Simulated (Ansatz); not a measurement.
Gas-phase electronic energies from Ansatz, PBE0-D4/def2-TZVP geometries. CCSD(T)/CBS adds triple-zeta CCSD(T) − MP2 to the extrapolated MP2 energy (def2 sets, frozen cores). Functionals use def2-TZVPP. B3LYP here is the variant with VWN-RPA as its local correlation; programs differ in this. For Ge outer-core shells are correlated without core-valence functions, which leaves a few kJ/mol of doubt a bond. Scalar relativity is left out up to krypton. Each species was taken in one conformer, which may not be the lowest.

Consider the redistribution: `[SiH3][GeH]([Cl])[BH]Cl` + `CO[SiH2][SiH3]` → `[SiH3][SiH2]OBCl` + `[CH3][GeH]([SiH3])[Cl]`.

| level | ΔE (kcal/mol) |
| --- | --- |
| B3LYP | -55.6 |
| MP2/def2-TZVPP | -58.9 |
| CCSD(T)/def2-TZVPP | -56.7 |
| HF/def2-QZVPP | -58.0 |

(1) What does CCSD(T)/CBS give? (An estimate is asked.)

Largest T1 diagnostic among the species: 0.013.

Results:

(1) Ansatz gave: -56.4 kcal/mol. The listed levels differ from it by 0.8, -2.5, -0.3, -1.6 kcal/mol.

From PBE to PBE0 (25 % exact exchange), in def2-TZVPP and without D4, ΔE moves by −1.5 kcal/mol.
